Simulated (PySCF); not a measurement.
Species: C₇H₁₃ (doublet state).
Z-matrix (Å and degrees, GFN2-xTB geometry), rows numbered from 1:
```
C 
C   1  1.2934
C   2  1.4612  1  142.82
C   3  1.5415  2  111.57  1    13.90
C   3  1.5365  2  109.76  1  -109.15
C   5  1.5263  3  111.97  2   -61.85
C   6  1.5233  5  111.84  3   176.73
H   1  1.0811  2  122.10  3   178.94
H   1  1.0937  2  124.20  3    -1.28
H   3  1.0985  2  108.42  1   132.71
H   4  1.0873  3  109.96  2   -62.67
H   4  1.0873  3  110.35  2    57.36
H   4  1.0881  3  110.02  2   177.45
H   5  1.0925  3  109.11  2   176.65
H   5  1.0925  3  108.86  2    59.09
H   6  1.0927  5  109.37  3   -61.84
H   6  1.0928  5  108.70  3    55.41
H   7  1.0878  6  110.50  5   -61.09
H   7  1.0882  6  110.61  5    58.77
H   7  1.0874  6  110.66  5   178.87
```

The hyperfine couplings belong to this conformer and change with its torsions.

As a line formula: `C=[C][C@H](C)CCC` [radical].

Method: PySCF, UKS B3LYP, pcH-1 on C H, non-relativistic, mean-field spin-orbit, GIAO. Geometry: GFN2-xTB, one conformer, isolated molecule. The geometry wasn't refined by DFT: couplings that depend on bond lengths, twists or pyramidal angles can differ widely from those at the functional's own minimum. Stability of the SCF solution: not tested.

Principal values of hyperfine tensors in MHz (contact and dipolar terms together), for some of the nuclei:

```tsv
atom	isotope	A1	A2	A3
C2	13C	182.02	201.32	407.62
H9	1H	175.57	178.17	186.54
H8	1H	111.94	113.07	129.84
H10	1H	32.58	34.14	52.19
H13	1H	12.36	14.93	21.17
C3	13C	3.40	4.18	18.45
C1	13C	-22.80	-4.14	9.88
H17	1H	-1.72	1.06	15.43
```

Problem. Split each tensor into its isotropic and traceless parts, and turn a_iso into mT with g = 2.0022.

Solution. a_iso = (A1 + A2 + A3)/3, Ti = Ai − a_iso; 1 mT corresponds to 28.023 MHz.

```tsv
atom	a_iso (MHz)	a_iso (mT)	T1	T2	T3
C2	263.65	9.408	-81.64	-62.33	143.96
H9	180.09	6.427	-4.52	-1.92	6.45
H8	118.28	4.221	-6.35	-5.21	11.56
H10	39.64	1.414	-7.05	-5.50	12.55
H13	16.15	0.576	-3.79	-1.22	5.02
C3	8.67	0.310	-5.28	-4.50	9.77
C1	-5.68	-0.203	-17.11	1.55	15.57
H17	4.92	0.176	-6.64	-3.86	10.50
```

Problem. What spin density at the nucleus of C2 lies behind its contact coupling (g_N = 1.40482)?

Solution. a_FC = 800.24 MHz bohr³ × g_N × ρ(0)/(2S). With a_FC = 263.65 MHz and 2S = 1, ρ(0) = 0.2345 bohr⁻³.

Problem. C4 (13C, g_N = 1.40482) isn't in the table. Its spin density at the nucleus is 0.04889 bohr⁻³. What is its contact coupling?

Solution. By the same relation, a_FC = 55.0 MHz. Its full tensor has the principal values 49.07, 49.15, 66.65 MHz.

Problem. Which nucleus of the table has the largest anisotropic coupling, and what is its form?

Solution. C2: -81.6, -62.3, 144.0 MHz, rhombic: the two smaller values differ by 13 % of the largest.

Problem. In a single crystal, with the field along each principal axis of the tensor of H9 in turn, what first-order splitting does this nucleus give (isotropic g, quadrupole terms neglected)?

Solution. 2 lines (I = 1/2), spaced by |A_i|/(g × 13.996): 6.27, 6.36, 6.66 mT along the axes of A1, A2 and A3.
